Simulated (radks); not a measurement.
Spherical jellium clusters: N electrons in a uniform positive sphere of charge N and radius rs N^(1/3), rs = 5.01 bohr. Calculated with a radial shooting solver with Libxc functionals: non-relativistic Kohn-Sham, LDA (Slater exchange, Perdew-Wang correlation), spin-polarised, spherical densities. Levels are named by radial order and angular momentum (1s, 1p, 1d, 2s, ...), and open shells are averaged over m.

N = 15, configuration 1s2 1p6 1d(up 5, down 2). This is the lowest configuration that the search found. Occupied and some empty levels:

level,occupation,eigenvalue (eV),<r> (bohr)
1s up,1,-3.9024,7.768
1s down,1,-3.7436,7.521
1p up,3,-3.3195,9.150
1p down,3,-3.1220,9.113
1d up,5,-2.5759,10.14
1d down,2,-2.3724,10.20
2s up,0,-2.1890,8.337
2s down,0,-2.0992,8.497
1f up,0,-1.7064,11.04
1f down,0,-1.5140,11.18
2p up,0,-1.2264,10.49
2p down,0,-1.1278,10.63

Energy (eV): total -26.8999, kinetic 17.839, external -589.89, Hartree 293.21, exchange-correlation -45.370, background 297.31.
